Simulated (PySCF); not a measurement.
**Correlation energy of S³⁺ (sulfur, charge +3)**

[Ne] 3s2 3p1, 2P determinant. Calculation: PySCF 2.14, in ANO-RCC-VTZP (5s4p2d1f, 34 functions); the spin-free X2C one-electron Hamiltonian (Gaussian nucleus). Frozen: 1s2; 11 electrons correlated.

MP2 pair energies summed by pair of shells (mhartree):

```
 pair  energy  share (%)
3s-3s  -26.88       39.9
3s-3p  -22.36       33.2
2p-2p   -7.74       11.5
2p-3s   -4.94        7.3
2s-2p   -3.09        4.6
2p-3p   -1.39        2.1
2s-3s   -0.46        0.7
2s-2s   -0.33        0.5
2s-3p   -0.21        0.3
```

Total MP2 correlation energy: -67.40 mhartree.

Same-spin part -8.71 and opposite-spin part -58.69 mhartree; SCS-MP2 scales them by 1/3 and 6/5 to -73.33 mhartree.
